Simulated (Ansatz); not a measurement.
The molecule HF-, multiplicity 2 (lowest of 2S+1 = 2, 4 at CCSD(T)/def2-TZVPP on PBE0 minima; our sources give no spin for the ground state, which may be another).

The constants come from a fifth-degree fit in 1/R (seven points, main isotopes). Runs in def2 and cc sets follow the lowest solution found near the PBE0 minimum.

Correlated levels freeze the cores.

Programs: Ansatz (Gaussian orbitals). Values without a source in brackets are computed.

```
level               r_e (Å)  ω_e (cm⁻¹)  ω_e x_e (cm⁻¹)
------------------  -------  ----------  --------------
SVWN5/def2-TZVPP      1.188        1003             120
PBE0/def2-TZVPP       1.205         666              51
CCSD/def2-TZVPP       1.155           ?             430
CCSD(T)/def2-TZVPP        ?           ?             260
```

Some entries are withheld; supply them.


- CCSD(T)/def2-TZVPP, r_e (Å): 1.177
- CCSD(T)/def2-TZVPP, ω_e (cm⁻¹): 783
- CCSD/def2-TZVPP, ω_e (cm⁻¹): 861

Ansatz is an electronic-structure program.
